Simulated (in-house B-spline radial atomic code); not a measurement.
**Ge V (Ge4+): [Ar] 3d10**

Level of theory: non-relativistic r2SCAN0, spin-polarised, spherical fractional occupations, point nucleus; calculated with an all-electron radial atomic-structure program (B-spline basis).

Effective charges: Z_r = [3n² - l(l+1)]/(2<r>) from the radius, Z_e = n√(-2ε) from the energy, and Slater's rules. Values are occupation-weighted means over spin.

| shell | electrons | ε (eV) | <r> (bohr) | Z_r | Z_e | Slater |
| --- | --- | --- | --- | --- | --- | --- |
| 1s | 2 | -10931 | 0.04786 | 31.34 | 28.35 | 31.70 |
| 2s | 2 | -1415.4 | 0.2135 | 28.11 | 20.40 | 27.85 |
| 2p | 6 | -1262.8 | 0.1852 | 26.99 | 19.27 | 27.85 |
| 3s | 2 | -223.6 | 0.6334 | 21.31 | 12.16 | 20.75 |
| 3p | 6 | -172.18 | 0.6497 | 19.24 | 10.67 | 20.75 |
| 3d | 10 | -82.938 | 0.7102 | 14.78 | 7.41 | 10.85 |

The least bound orbital is 3d at -82.94 eV, and it is also the most diffuse (<r> = 0.7102 bohr).

The density falls to 0.001 bohr⁻³ at 2.316 bohr; Σ<r²> = 10.577 bohr² gives, by the non-relativistic formula and without the paramagnetism of open shells, a Langevin diamagnetic susceptibility of -8.377×10⁻⁶ cm³/mol.
